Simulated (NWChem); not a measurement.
Species: C$_{2}$H$_{6}$OSi$_{2}$; SMILES C1=C[SiH2][SiH2]O1

```xyz
11

C      1.5714    -0.3605     0.0000
C      1.2555     0.9520     0.0000
Si    -0.5674     1.3468     0.0000
Si    -0.9889    -0.9589     0.0000
O      0.6825    -1.3711     0.0000
H      2.6061    -0.7258     0.0000
H      2.0738     1.6765     0.0000
H     -1.0490     2.0832    -1.2103
H     -1.0490     2.0832     1.2103
H     -1.6071    -1.5641    -1.2150
H     -1.6071    -1.5641     1.2150
```
Atoms are numbered in this order, from 1.

Results from NWChem. Pople sets run with spherical d functions. Coordinates come from a PBE0/def2-SVP optimisation. Ions are spin-unrestricted doublets at the neutral geometry; other ion states weren't tried.

**Question.** Taking CAM-B3LYP/6-311G** as the yardstick, which of these has the fewest basis functions while keeping “vertical ionisation energy, ΔSCF (eV)” within 0.05 eV of it: CAM-B3LYP/3-21G; CAM-B3LYP/6-31G*; CAM-B3LYP/6-31+G*; CAM-B3LYP/STO-3G?

**Answer.** CAM-B3LYP/6-31+G*.
```tsv
level	basis functions	vertical ionisation energy, ΔSCF (eV)	relative time (rough)
CAM-B3LYP/STO-3G	39	5.96	1
CAM-B3LYP/3-21G	65	8.72	3
CAM-B3LYP/6-31G*	90	8.77	8
CAM-B3LYP/6-31+G*	110	8.93	20
CAM-B3LYP/6-311G**	142	8.93	20
```

The yardstick is one finite set, not the basis-set limit.
